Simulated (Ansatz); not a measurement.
Basis-set extrapolation for `C[C@H]1C[Si@H]1Cl` (PBE0-D4/def2-TZVP geometry, frozen core, the Gaussian-basis code of Ansatz). Multiplicity 1, RHF reference.

|  | def2-TZVPP | def2-QZVPP |
| --- | --- | --- |
| HF | -866.187298 | -866.214505 |
| MP2 correlation | -0.825316 | -0.886239 |
| CCSD(T) correlation | -0.918356 | not run |

Energies in hartree. Use E(X) = E(∞) + A·exp(−7.88·√X) for Hartree–Fock and E(X) = E(∞) + B·X^(−2.97) for correlation, with X = 3 and 4, and add CCSD(T) minus MP2 of the smaller set to the MP2 limit.

Problem. What is the CCSD(T) energy at the basis-set limit?

Solution. HF limit: -866.214505 + (-0.027207) × 0.13774 = -866.21825. MP2 limit: -0.886239 + (-0.060923) × 0.74074 = -0.93137. Higher-order term: -0.918356 − (-0.825316) = -0.09304. Total: -867.24266 hartree, 86.0 kcal/mol below CCSD(T)/def2-TZVPP.
